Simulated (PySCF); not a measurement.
Species: BrCl2Ga2H3.
Atom-mapped SMILES: `[Br:1][GaH-:2]1[Cl+:3][GaH2-:4][Cl+:5]1` (hydrogens: H6 on Ga2; H7, H8 on Ga4)

The calculation used PySCF 2.14.0, PBE0-D3(BJ)/def2-SVP geometry optimisation, gas phase.

Question: What internal coordinates does the optimisation give?

Answer: 
| bond | length (Å) |
| --- | --- |
| Br1–Ga2 | 2.281 |
| Ga2–Cl3, Ga2–Cl5 | 2.344 |
| Cl3–Ga4, Ga4–Cl5 | 2.385 |
| Ga2–H6 | 1.548 |
| Ga4–H7 | 1.550 |
| Ga4–H8 | 1.552 |

Bonds in one row agree within 0.01 Å and their mean is given. A selection of angles:
| angle | degrees |
| --- | --- |
| Br1–Ga2–Cl3 | 106.7 |
| Br1–Ga2–Cl5 | 105.7 |
| Br1–Ga2–H6 | 126.1 |
| Cl3–Ga2–Cl5 | 90.3 |
| Cl3–Ga2–H6 | 110.5 |
| Cl5–Ga2–H6 | 111.6 |
| Ga2–Cl3–Ga4 | 90.6 |
| Cl3–Ga4–Cl5 | 88.3 |
| Cl3–Ga4–H7 | 106.1 |
| Cl3–Ga4–H8 | 105.4 |
| H7–Ga4–H8 | 135.5 |

Torsions: Br1–Ga2–Cl3–Ga4 103° (anticlinal); Ga2–Cl3–Ga4–Cl5 3° (synperiplanar); Cl3–Ga4–Cl5–Ga2 -3° (synperiplanar); Br1–Ga2–Cl5–Ga4 -104° (anticlinal).

Ga2 (gallium bonded to Br, 2 Cl and H) has angles from 90.3° to 126.1°. The 4-membered ring Ga2–Cl3–Ga4–Cl5 has internal angles of 88.3° to 90.6°; it is slightly puckered (a soft mode that the optimisation may not have finished), 0.04 Å rms from its mean plane, widest ring torsion 4°. Ga4 (gallium bonded to 2 Cl and 2 H) has angles from 88.3° to 135.5°. The 4 Cl–Ga bonds span 2.344 Å (Ga2–Cl3, drawn single) to 2.387 Å (Ga4–Cl5, drawn single), a spread of 0.043 Å.

Point group: Cs (every atom within 0.08 Å of its image). Not checked by PBE0-D3(BJ)/def2-SVP frequencies.
